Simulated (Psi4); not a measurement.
C3H11NSSi, singlet, geometry from GFN2-xTB.

The Psi4 input:
```
memory 2 GB

molecule {
0 1
  Si    0.11948168   -0.76059667   -0.15571412
  S     1.35739322    0.92454562    0.37587802
  C     2.98024098    0.10135703    0.40847302
  N    -1.54572914   -0.39607774   -0.28428381
  C    -2.08194813    0.27792578   -1.43998807
  C    -2.36928705   -0.22216735    0.88584492
  H     0.26322166   -1.75230283    0.90554404
  H     0.56197869   -1.22635214   -1.46615870
  H     3.20084156   -0.30715791   -0.57260214
  H     3.71310085    0.85595367    0.67204226
  H     2.97277175   -0.68842408    1.15297439
  H    -1.46372338    0.06811251   -2.30867866
  H    -3.09618835   -0.08226759   -1.63413645
  H    -2.12430740    1.36346062   -1.29450980
  H    -2.43021025    0.82977331    1.18749648
  H    -1.96076927   -0.79702188    1.71259352
  H    -3.38168142   -0.57829850    0.67539208
}

set basis sto-3g

energy('scf')
print_variables()
```

**Question.** Predict the total energy from HF/STO-3G run with Psi4.

**Answer.** -851.1862 Eh

**Question.** Give the nuclear repulsion energy at the level HF/STO-3G.

**Answer.** 383.3146 Eh

**Question.** Predict the dipole moment from HF/STO-3G.

**Answer.** 0.83 D

**Question.** Predict the number of basis functions from HF/STO-3G.

**Answer.** 49
